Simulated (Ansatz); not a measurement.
Isolated molecules relaxed with PBE0-D4/def2-TZVP in Ansatz; ΔE leaves out vibrations. CCSD(T)/CBS is the MP2 limit (def2-TZVPP, def2-QZVPP) plus CCSD(T) − MP2 in def2-TZVPP, frozen cores. Functionals use def2-TZVPP. B3LYP here is the variant with VWN-RPA as its local correlation; programs differ in this. Each species was taken in one conformer, which may not be the lowest.

`[OH][AlH][SiH2]O` + `F[Si](Cl)(O[SiH3])O[SiH3]` → `O[SiH2][AlH][Cl]` + `O[Si](F)(O[SiH3])O[SiH3]`  (redistribution)

```csv
level,ΔE (kJ/mol),difference from CCSD(T)/CBS
PBE-D4,-41.6,6.6
r2SCAN-D4,-47.9,0.3
PBE0-D4,-48.2,0.0
B3LYP-D4,-46.2,2.0
ωB97X-V,-47.5,0.7
ωB97M-V,-48.0,0.2
B2PLYP,-47.0,1.2
PBE,-42.3,5.9
r2SCAN,-48.1,0.1
PBE0,-49.0,-0.8
B3LYP,-47.5,0.7
HF/def2-TZVPP,-62.8,-14.6
MP2/def2-TZVPP,-45.8,2.4
SCS-MP2/def2-TZVPP,-46.6,1.6
CCSD/def2-TZVPP,-51.0,-2.8
CCSD(T)/def2-TZVPP,-48.8,-0.6
HF/def2-QZVPP,-62.0,-13.8
MP2/def2-QZVPP,-45.1,3.1
SCS-MP2/def2-QZVPP,-46.2,2.0
HF/CBS(def2),-61.9,-13.7
MP2/CBS(def2),-45.1,3.1
CCSD/CBS(def2),-50.3,-2.1
CCSD(T)/CBS,-48.2,0
```

Largest T1 diagnostic among the species: 0.013.

From PBE to PBE0 (25 % exact exchange), in def2-TZVPP and without D4, ΔE moves by −6.6 kJ/mol. In def2-TZVPP, CCSD(T) changes the Hartree–Fock value by +14.0 kJ/mol (the triples alone add +2.2 kJ/mol) and MP2 by +17.1 kJ/mol.
